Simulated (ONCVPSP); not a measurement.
**An odd input for ONCVPSP 4.0.1 (Sr)**

Command:

```bash
oncvpsp.x < Sr.dat > Sr.out
```

Input:

```
# ATOM AND REFERENCE CONFIGURATION
# atsym  z   nc   nv     iexc    psfile
  Sr 38.00    6    3        3      upf
#
#   n    l    f
    1    0    2.00
    2    0    2.00
    2    1    6.00
    3    0    2.00
    3    1    6.00
    3    2   10.00
    4    0    2.00
    4    1    6.00
    5    0    1.00
#
# PSEUDOPOTENTIAL AND OPTIMIZATION
# lmax
    2
#
#   l,   rc,      ep,       ncon, nbas, qcut
    0    1.75    0.00    4    8    7.60
    1    2.00    0.00    5    9    5.90
    2    1.55    0.44    4    7    6.10
#
# LOCAL POTENTIAL
# lloc, lpopt,  rc(5),   dvloc0
    4    4    1.00    0.00
#
# VANDERBILT-KLEINMAN-BYLANDER PROJECTORs
# l, nproj, debl
    0    2   40.00
    1    2    3.70
    2    2    3.90
#
# MODEL CORE CHARGE
# icmod, fcfact, rcfact
    3    3.50    1.55
#
# LOG DERIVATIVE ANALYSIS
# epsh1, epsh2, depsh
   -3.00    5.00    0.02
#
# OUTPUT GRID
# rlmax, drl
    6.00    0.01
#
# TEST CONFIGURATIONS
# ncnf
    4
# nvcnf
#   n    l    f
    3
    4    0    2.00
    4    1    6.00
    5    0    2.00
#
    3
    4    0    2.00
    4    1    6.00
    5    0    0.00
#
    3
    4    0    2.00
    4    1    6.00
    5    0    1.50
#
    4
    4    0    2.00
    4    1    6.00
    5    0    0.00
    4    2    1.00
#
```

This is an input that runs to its end, with one change: debl of l = 0 set to 40.00 Ha.

Q: How does the run end?

A: The program runs through. Ghost flags: GHOST(+) s at 139.7 eV; the largest excitation error among the 4 tests with output is 2.29 meV, as for the unchanged input. Messages: WARNING scattering state with energy 0.05000000; WARNING wellstate: moderately localized bound state found for n= 4 l= 2; WARNING will be used for the first projector.

```
   2   1  6.0000  -70.59616994
   3   0  2.0000  -12.38762754
   3   1  6.0000   -9.55943250
   3   2 10.0000   -4.87281962
   4   0  2.0000   -1.66434012   -1.66467193   -3.32D-04
   4   1  6.0000   -1.00368087   -1.00386314   -1.82D-04
   4   2  1.0000   -0.21125685   -0.21124084    1.60D-05

    Total energies and differences
      AE_ref= -3.17559164D+03  AE_tst= -3.17552559D+03  dif=  6.61D-02
      PS_ref= -3.09043720D+01  PS_tst= -3.08382377D+01  dif=  6.61D-02
      PSP excitation error= -8.42D-05
```
